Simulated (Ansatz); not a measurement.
**Ligand exchange: Si(CH3)(SiH3)F2 + C2H6Si → Si(CH3)(SiH3)2F + C2H3F**

Species: Si(CH3)(SiH3)F2, singlet; C2H6Si (vinylsilane) `C=C[SiH3]`, singlet; Si(CH3)(SiH3)2F, singlet; C2H3F `C=CF`, singlet. The partners trade F for SiH3: Si–F and C–SiH3 bonds give way to Si–SiH3 and C–F.

Shapes, held fixed at every level: PBE0-D4/def2-TZVP. Programs: Ansatz 0.2.0. Electronic energies: no zero-point or thermal term.

```json
{"level": "PBE-D4/def2-TZVPP", "kind": "GGA", "ΔE (kJ/mol)": "+193.3", "less CCSD(T)/CBS estimate": "-38.9"}
{"level": "r2SCAN-D4/def2-TZVPP", "kind": "meta-GGA", "ΔE (kJ/mol)": "+215.7", "less CCSD(T)/CBS estimate": "-16.5"}
{"level": "B3LYP-D4/def2-TZVPP", "kind": "global hybrid", "ΔE (kJ/mol)": "+217.6", "less CCSD(T)/CBS estimate": "-14.6"}
{"level": "wB97X-V/def2-TZVPP", "kind": "range-separated hybrid", "ΔE (kJ/mol)": "+217.3", "less CCSD(T)/CBS estimate": "-14.9"}
{"level": "B2PLYP/def2-TZVPP", "kind": "double hybrid", "ΔE (kJ/mol)": "+230.0", "less CCSD(T)/CBS estimate": "-2.2"}
{"level": "MP2/def2-TZVPP", "kind": "perturbation theory", "ΔE (kJ/mol)": "+242.3", "less CCSD(T)/CBS estimate": "+10.1"}
{"level": "CCSD/def2-TZVPP", "kind": "coupled cluster or CI", "ΔE (kJ/mol)": "+231.8", "less CCSD(T)/CBS estimate": "-0.4"}
{"level": "CCSD(T)/CBS estimate", "kind": "coupled cluster or CI", "ΔE (kJ/mol)": "+232.2", "less CCSD(T)/CBS estimate": "0.0"}
```

The highest level, CCSD(T)/CBS estimate, gives ΔE = +232.2 kJ/mol; the levels span +193.3 to +242.3. The column of differences is taken from that level and isn't an error. No measured value is set beside it here. The CBS estimate extrapolates MP2 from def2-TZVPP and def2-QZVPP and adds CCSD(T) − MP2 in the triple-zeta set, cores frozen.
